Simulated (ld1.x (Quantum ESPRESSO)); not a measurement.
# What one change does to a pseudopotential (sulfur, TM)

- Element: S (Z = 16)
- Generator: ld1.x (Quantum ESPRESSO) 7.5
- Type: norm-conserving Troullier–Martins (Kleinman–Bylander form)
- Functional: revPBE
- Relativity: non-relativistic
- Frozen core: [Ne]
- Valence charge: 6
- Reference configuration: 3s2 3p3 (charge +1)
- Partial waves: 3p (bound): rc 1.20 bohr; 3d channel at -0.1 Ry: rc 1.20 bohr; 3s (bound): rc 1.25 bohr
- Local potential: the s channel
- Core correction: Bessel-smoothed model core, default radius (core density twice the valence density)

All-electron outer shells of the reference configuration (revPBE, non-relativistic, ld1.x):

```csv
shell,level (eV),outermost node (bohr),outermost maximum (bohr)
3s,-27.49,0.60,1.40
3p,-16.79,0.58,1.55
```

Change: core correction Bessel-smoothed model core inside 1.32 bohr.

Cutoffs: the cutoffs (Ry, on a coarse ladder) from which the occupation-weighted sum of valence levels, in a spherical-Bessel basis at the reference potential, stays within 10 and 1 mRy of its value at 400 Ry; they do not see the model core or the augmentation charge, which bear on the density cutoff. Errors are all-electron minus pseudo energies relative to the spin-unpolarised reference configuration.

**Question.** How do hardness, ghosts and transferability respond?

**Answer.** The potential gets neither clearly harder nor softer (70 Ry and 140 Ry → 70 Ry and 140 Ry); of the 7 tests that both files solve, the error grows in 1 and shrinks in 2 by more than 15 % and 0.3 meV (median size 4.2 → 4.0 meV); neither file shows a bound ghost. The default core radius of the base comes out at 0.88 bohr. A wider model core is smoother and lowers the density cutoff, which this test does not measure.

| quantity | base | changed |
| --- | --- | --- |
| cutoff, loose | 70 Ry | 70 Ry |
| cutoff, tight | 140 Ry | 140 Ry |
| bound ghosts | none | none |
| error for 3s2 3p4, meV [ΔE -11.76 eV] | +4.2 | +3.6 |
| error for 3s2 3p2, meV [ΔE 22.27 eV] | +9.1 | +7.1 |
| error for 3s2 3p1, meV [ΔE 56.30 eV] | +46 | +34 |
| error for 3s1 3p5, meV [ΔE -1.57 eV] | +2.6 | +2.9 |
| error for 3s2 3p4.3, meV [ΔE -13.46 eV] | +6.1 | +5.3 |
| error for 3s0 3p6, meV [ΔE 8.73 eV] | +2.9 | +4.0 |
| error for 3s1 3p4, meV [ΔE 10.75 eV] | +1.1 | +1.0 |
| s: phases at 1.34 bohr within 0.05 rad from the reference energy up to (Ry; the scan ends near 5) | to the end of the scan | to the end of the scan |
| p: phases at 1.34 bohr within 0.05 rad from the reference energy up to (Ry; the scan ends near 5) | 4.0 | 4.0 |
| d: phases at 1.34 bohr within 0.05 rad from the reference energy up to (Ry; the scan ends near 5) | to the end of the scan | to the end of the scan |
